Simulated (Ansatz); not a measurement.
Molecule: sum formula Si₂H₃F₂ (charge -1, singlet). It need not be the lowest isomer of its formula. Whether it binds its extra electron was not tested at this geometry. 
Coordinates optimised at B3LYP-D3(BJ)/def2-TZVP (Ansatz, an electronic-structure program):
```xyz
7

F      1.8335     1.2244     0.4143
Si     1.2440    -0.0973    -0.4849
Si    -1.0405     0.0524     0.2859
F     -1.9663    -1.1660    -0.3406
H      1.5295    -1.2147     0.5447
H     -1.4167     0.0226     1.7503
H     -1.7654     1.2951    -0.1727
```
Charge -1, spin multiplicity 1.

Total electronic energies in hartree. Cores are frozen in the correlated levels unless marked. No spin-orbit coupling. Non-relativistic unless marked X2C. CBS marks a two-point X^-3 extrapolation of the correlation energy; Hartree-Fock from the larger set. The bracket is a focal-point correction in the basis named.

```tsv
level	program	energy (Eh)
HF/aug-cc-pV(T+d)Z	Ansatz	-778.71200
HF/cc-pVTZ	Ansatz	-778.69593
HF/cc-pV(Q+d)Z	Ansatz	-778.73092
RI-HF/aug-cc-pV(T+d)Z	Ansatz	-778.71191
RI-HF/cc-pV(Q+d)Z	Ansatz	-778.73080
SVWN5/def2-TZVPD	Ansatz	-777.13082
BLYP/def2-TZVPD	Ansatz	-780.70063
B3LYP-D4/def2-TZVPD	Ansatz + dftd4	-780.77730
B3LYP/def2-TZVPD	Ansatz	-780.76734
PBE0-D3(BJ)/def2-TZVPD	Ansatz + dftd3	?
BHLYP-D3(BJ)/def2-TZVPD	Ansatz + dftd3	-780.65238
BHLYP-D4/def2-TZVPD	Ansatz + dftd4	-780.65252
MP2/cc-pVTZ	Ansatz	-779.45123
RI-MP2/cc-pV(Q+d)Z	Ansatz	-779.55551
SCS-MP2/STO-3G	Ansatz	-768.98459
SCS-MP2/cc-pV(T+d)Z	Ansatz	-779.45402
SCS-MP2/cc-pVTZ	Ansatz	-779.44768
CCSD/cc-pVTZ	Ansatz	-779.48440
CCSD/cc-pV(Q+d)Z	Ansatz	-779.58192
CCSD(T)/cc-pVTZ	Ansatz	-779.50952
X2C-CCSD(T)/cc-pVTZ-DK	Ansatz	-780.88635
RI-MP2/CBS(aug-cc-pV(T+d)Z,aug-cc-pV(Q+d)Z)+[CCSD(T)-MP2]/aug-cc-pV(Q+d)Z	Ansatz	-779.6655
CCSD(T)/CBS(aug-cc-pV(T+d)Z,aug-cc-pV(Q+d)Z)	Ansatz	-779.6627
```

### Question
Some entries are withheld; supply them.

### Answer

- PBE0-D3(BJ)/def2-TZVPD, energy (Eh): -780.28487
